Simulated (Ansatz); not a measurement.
Geometry optimisation, RKS B3LYP-D4/def2-SVP (Ansatz).

Input file:

```yaml
crystal:
  periodic: [false, false, false]
  atoms:
    - { symbol: B, position_ang: [-0.030122, 0.497343, -0.363515] }
    - { symbol: H, position_ang: [0.112386, -0.075602, 1.960472] }
    - { symbol: Cl, position_ang: [1.387089, -0.44433, -0.877084] }
    - { symbol: O, position_ang: [-1.281842, 0.026093, -0.472865] }
    - { symbol: H, position_ang: [-1.328026, -0.869273, -0.829832] }
    - { symbol: F, position_ang: [0.15298, 1.726783, 0.086523] }
    - { symbol: H, position_ang: [0.186935, 0.635587, 1.915202] }
basis:
  gaussian: { orbitals: def2-SVP }
hamiltonian:
  xc: b3lyp
  dispersion: d4
relax:
  f_tol: 0.03
  max_steps: 50
```

Run as:

```bash
$ ansatz run input.yaml --threads 1 --pin off --max-ram 2048MiB --backend cpu --events-out ev --progress --plain --runs-dir out
```

Problem. Where does it end, and by what steps?

Solution. It converged. After 12 steps the energy has fallen by 0.157 eV; H2 moved furthest, 0.66 Å.

| step | energy less start (eV) | largest force component (eV/Å) | accepted |
| --- | --- | --- | --- |
| 0 | 0.0000 | 1.740 | yes |
| 1 | -0.1236 | 0.140 | yes |
| 2 | -0.0446 | 1.430 | no |
| 3 | -0.1417 | 0.089 | yes |
| 4 | -0.1510 | 0.088 | yes |
| 5 | -0.1545 | 0.085 | yes |
| 6 | -0.1551 | 0.076 | yes |
| 7 | -0.1556 | 0.058 | yes |
| 8 | -0.1561 | 0.059 | yes |
| 9 | -0.1566 | 0.125 | yes |
| 10 | -0.1568 | 0.098 | yes |
| 11 | -0.1572 | 0.045 | yes |
| 12 | -0.1574 | 0.005 | yes |

```xyz
7
Properties=species:S:1:pos:R:3
B -0.068 0.497 -0.575
H 0.254 -0.067 2.610
Cl 1.357 -0.447 -1.055
O -1.320 0.034 -0.711
H -1.373 -0.854 -1.085
F 0.114 1.705 -0.070
H 0.235 0.629 2.305
```

Whether the end is a true minimum wasn't checked by a vibrational analysis.

Time of the run: 31 s on 1 thread of Arm Neoverse V2, with other jobs on the host, peak memory 0.14 GiB.
